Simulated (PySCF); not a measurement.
# How methods differ on the ionisation energy of Pm³⁰⁺

Pm³⁰⁺ [Ar] 3d10 4s2 4p1 [4p1/2^1, M_J = 1/2] → Pm³¹⁺ [Ar] 3d10 4s2, as a difference of total energies. All numbers are calculated (PySCF 2.14, the two-component X2C-1e Hamiltonian, in an even-tempered Gaussian basis (17 s from 2.8 bohr⁻², ratio 2.8; 13 p from 3.6 bohr⁻², ratio 2.8; 8 d from 6.4 bohr⁻², ratio 2.8; 4 f from 16 bohr⁻², ratio 3)). Correlated levels: [Ne] frozen; the 74 highest virtual spinors dropped. "Screened" scales the spin-orbit matrix elements by Boettger's factors to mimic the two-electron term; Breit and QED terms are absent.

```csv
method,ionisation energy (eV)
GHF (spin-free),1130.2
GMP2 (spin-free),1131.0
GHF (screened spin-orbit),1154.5
GMP2 (screened spin-orbit),1155.3
```

Breit and QED terms and the two-electron picture change are absent.

The spin-free rows lack the spin-orbit shift.

For comparison: 1158 ± 4 eV (theoretical estimate listed by NIST; NIST Atomic Spectra Database, ionization energies).
